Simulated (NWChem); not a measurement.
Molecule: AlNH$_{2}$F$_{2}$; SMILES [F][Al]([NH2])[F]

```xyz
6

Al     0.0001    -0.0399     0.0000
F     -1.4147    -0.8979     0.0000
F      1.4248    -0.8814     0.0000
N     -0.0095     1.7089     0.0000
H      0.8206     2.2892     0.0000
H     -0.8454     2.2810     0.0000
```
Atoms are numbered in this order, from 1.

All runs: NWChem. Pople sets run with spherical d functions. Coordinates come from a PBE0/def2-SVP optimisation. Ions are spin-unrestricted doublets at the neutral geometry; other ion states weren't tried. Functional: LC-ωPBE (HJS hole) with 6-31G*; rows give the range parameter ω in 1/bohr.

For range parameter (1/bohr) 0.50:

```
Item           Result
-------------  ------
−ε(HOMO) (eV)   11.14
```

Q: Estimate the same quantities for range parameter (1/bohr) 0.60.

A: 
| Quantity | Result |
|---|---|
| −ε(HOMO) (eV) | 11.52 |
